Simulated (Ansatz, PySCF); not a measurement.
Torsion H4–S1–Si2–S3 in H2S2Si (SMILES S[Si]S); at each angle all else is relaxed with GFN2-xTB, and the levels are single points there.
Geometry at 180° (charge 0, multiplicity 1):
```xyz
5

S      1.658    -0.499     0.054
Si    -0.113    -1.189    -1.028
S     -0.104    -3.266    -0.400
H      1.583     0.752    -0.376
H      0.971    -3.240     0.375
```

On the grid 0° to 330°, 90° is the highest and 180° the lowest point at CCSD(T)/CBS(cc-pV(T+d)Z, cc-pV(Q+d)Z).

Correlated levels freeze the cores. Rows in 3-21G, 6-31G* carry no dispersion term and start afresh at each structure (6-31G* with six Cartesian d functions).

Programs: Ansatz (Gaussian basis) for Hartree–Fock, density functionals and correlated methods; PySCF for 3-21G rows, 6-31G* rows, the dispersion terms. Values without a source in brackets are computed.

| level | energy at 90° less that at 180° (kcal/mol) |
|---|---|
| HF/6-31G* | 10.50 |
| PBE-D4/def2-TZVPP | 10.19 |
| BP86/6-31G* | 10.26 |
| B3LYP/3-21G | ___ |
| M06-2X/6-31G* | 10.32 |
| wB97M-V/def2-TZVPP | 10.10 |
| MP2/cc-pV(Q+d)Z | 10.53 |
| CCSD/cc-pV(Q+d)Z | 10.04 |
| CCSD(T)/cc-pV(D+d)Z | 10.31 |

### Question
Some entries are withheld; supply them.

### Answer

- B3LYP/3-21G, energy at 90° less that at 180° (kcal/mol): 9.25

Ansatz is a quantum-chemistry and plane-wave program.
